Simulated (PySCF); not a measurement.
BiH₂Br, SMILES [Br][BiH2]. Atoms are numbered in the order given.

```xyz
4

Bi    -0.7663     0.0315     0.0000
H     -0.9132    -1.2374    -1.2698
H     -0.9132    -1.2374     1.2698
Br     1.8694    -0.0039     0.0000
```

The structure is a stationary point at B3LYP-D3(BJ)/def2-TZVP. The def2 effective core potentials stand for the cores of Bi; spin–orbit coupling is left out.

Computed with r2SCAN/def2-TZVPD (PySCF).

Mulliken values depend strongly on the basis, most of all with diffuse functions as here. ESP charges are fitted to the potential on shells at 1.4 to 2.0 van der Waals radii. Atomic charges (e):

| atom | Mulliken | ESP fit |
|---|---|---|
| Bi1 | 0.46 | 0.39 |
| H2 | -0.05 | -0.07 |
| H3 | -0.05 | -0.07 |
| Br4 | -0.37 | -0.26 |
